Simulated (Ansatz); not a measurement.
`S[CH2][ZnH]` + CH₃OH → `C[O][ZnH]` + CH₃SH  (ligand exchange at a Zn–C bond)

Computed with Ansatz on PBE0-D4/def2-TZVP structures; ΔE is electronic, products minus reactants. CBS: MP2 limit from def2 TZ/QZ plus the TZ coupled-cluster correction, frozen cores. This one scheme is used for every species. DFT in def2-TZVPP. B3LYP here is the variant with VWN-RPA as its local correlation; programs differ in this. HSE06 is defined as in plane-wave codes. For Zn outer-core shells are correlated without core-valence functions, which leaves a few kJ/mol of doubt a bond. Scalar relativity is left out up to krypton. Each species was taken in one conformer, which may not be the lowest.

(1) Is it downhill or uphill in electronic energy at CCSD(T)/CBS, and by how much? (Estimate.)

(2) What do these levels give: r2SCAN-D4, B3LYP-D4, r2SCAN0-D4, HSE06-D4, BHLYP-D4, CCSD/def2-SVP? (Estimate.)

(3) What do rigid-rotor, harmonic-oscillator terms from PBE0-D4/def2-TZVP frequencies (298.15 K, 1 bar) make of the CCSD(T)/CBS value? (Best estimate.)

Largest T1 diagnostic among the species: 0.017.

## Answers

(1) The calculation gave: Downhill: ΔE = -59.0 kJ/mol.

(2) Computed: r2SCAN-D4 -61.8, B3LYP-D4 -62.8, r2SCAN0-D4 -59.4, HSE06-D4 -54.0, BHLYP-D4 -64.0, CCSD/def2-SVP -71.7 kJ/mol.

(3) Ansatz gave: ΔZPE = +0.4 kJ/mol, ΔH = -58.7 kJ/mol, ΔS = 4 J/(mol·K), ΔG = -59.9 kJ/mol.

At CCSD(T), def2-SVP lies −11.1 kJ/mol from the extrapolated value and def2-TZVPP −0.8 kJ/mol. In def2-TZVPP, CCSD(T) changes the Hartree–Fock value by +13.1 kJ/mol (the triples alone add +1.9 kJ/mol) and MP2 by +13.8 kJ/mol. Leaving LDA and LC-ωPBE aside and taking each functional with its dispersion term where it has one, the values, not all of them listed here, spread over 12.3 kJ/mol, from CAM-B3LYP-D4 to HSE06-D4.
